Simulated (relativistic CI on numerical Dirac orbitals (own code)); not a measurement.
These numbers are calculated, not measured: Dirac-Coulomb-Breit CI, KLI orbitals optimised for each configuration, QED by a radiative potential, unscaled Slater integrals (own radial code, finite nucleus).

CI space (outside the closed core [Ar] 3d10): 4s²4p⁶4d¹⁰, 4s²4p⁶4d⁹4f, 4s²4p⁵4d¹⁰4f, 4s4p⁶4d¹⁰4f, 4s²4p⁶4d⁹5s, 4s²4p⁶4d⁹5p, 4s²4p⁶4d⁹5d, 4s²4p⁵4d¹⁰5s, 4s²4p⁶4d⁹5f, 4s²4p⁵4d¹⁰5p, 4s²4p⁶4d⁹6s, 4s²4p⁶4d⁹5g, 4s²4p⁶4d⁹6p, 4s²4p⁵4d¹⁰5d, 4s4p⁶4d¹⁰5s, 4s²4p⁶4d⁹6d, 4s4p⁶4d¹⁰5p, 4p⁶4d¹⁰4f², 4p⁶4d⁹4f³, 4p⁵4d¹⁰4f³, 4p⁶4d⁹4f²5s, 4p⁶4d⁹4f²5p, 4p⁶4d⁹4f²5d. Double excitations out of closed p, d and f shells are left out; levels of such configurations are missing from the list, as are those of other unlisted configurations, and high levels can miss mixing partners. These lack a partner that the ground configuration has and come out too high: 4s²4p⁵4d¹⁰5s, 4s²4p⁶4d⁹5f, 4s²4p⁵4d¹⁰5p, 4s²4p⁶4d⁹6s, 4s²4p⁶4d⁹5g.

At this charge energies of transitions that change n are usually good to better than 1 %, and those within a shell (Δn = 0) to a few per cent.

Outline of the computed level scheme of W XXIX. Lowest level of each configuration: 4s²4p⁶4d¹⁰ ¹S0 at 0.000 eV; 4s²4p⁶4d⁹4f ³P°0 at 189.948 eV; 4s²4p⁶4d⁹5s ³D3 at 353.252 eV; 4s²4p⁵4d¹⁰4f ³D1 at 387.715 eV; 4s²4p⁶4d⁹5p ³P°2 at 397.171 eV.

Some strong electric-dipole decays among the lowest 45 levels: 4s²4p⁶4d⁹4f ¹P°1 → 4s²4p⁶4d¹⁰ ¹S0 (6.3e+12 s⁻¹); 4s²4p⁶4d⁹5p ¹P°1 → 4s²4p⁶4d¹⁰ ¹S0 (1.5e+12 s⁻¹); 4s²4p⁶4d⁹5p ³D°1 → 4s²4p⁶4d¹⁰ ¹S0 (8.4e+11 s⁻¹); 4s²4p⁵4d¹⁰4f ³G4 → 4s²4p⁶4d⁹4f ³H°5 (7.7e+11 s⁻¹); 4s²4p⁵4d¹⁰4f ³G5 → 4s²4p⁶4d⁹4f ³H°6 (7.5e+11 s⁻¹); 4s²4p⁵4d¹⁰4f ³F4 → 4s²4p⁶4d⁹4f ³G°5 (5.8e+11 s⁻¹); 4s²4p⁵4d¹⁰4f ³F3 → 4s²4p⁶4d⁹4f ³G°4 (5.5e+11 s⁻¹); 4s²4p⁵4d¹⁰4f ¹D2 → 4s²4p⁶4d⁹4f ¹D°2 (3.7e+11 s⁻¹).

LS names give the leading component of a level, which can be under half, so a name can repeat, a term be missing and a line seem to break the LS rules.
